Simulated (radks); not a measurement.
Q: The table gives one normalised radial function P(r) = r R(r) of Au3+ in [Xe] 4f12 5d8 6p2 (r in bohr). Calculated with a radial shooting solver on a logarithmic mesh with Libxc functionals: non-relativistic Kohn-Sham, SCAN, spin-polarised, spherical densities, point nucleus; open shells are filled with parallel spins first (spin-orbit coupling, left out, can overturn this in heavy ions); meta-GGA in the generalised Kohn-Sham scheme; relativity is left out, which matters for an element this heavy.

r	P
0.00248	0.0001
0.003882	0.0002
0.006124	0.0009
0.009585	0.0032
0.01512	0.0110
0.02367	0.0338
0.03735	0.0937
0.05845	0.2091
0.09223	0.3382
0.1444	0.2663
0.2278	-0.1887
0.3565	-0.5153
0.5624	0.0426
0.8803	0.8772
1.389	0.8862
2.174	0.3701
3.43	0.0568
5.368	0.0022
8.47	0.0000

Which n and l does it have? It may be an empty orbital.

A: n = 5, l = 2: the number of nodes gives n - l - 1 = 2, the rise at small r (about r^(l+1)) gives l, and the extent must fit the shell. The curve is that of 5d up; the table hardly tells the two spins apart. 5d up: eigenvalue -56.877 eV, 2 radial nodes at r = 0.195, 0.551 bohr, <r> = 1.29 bohr, 90 % of the charge inside 1.91 bohr.
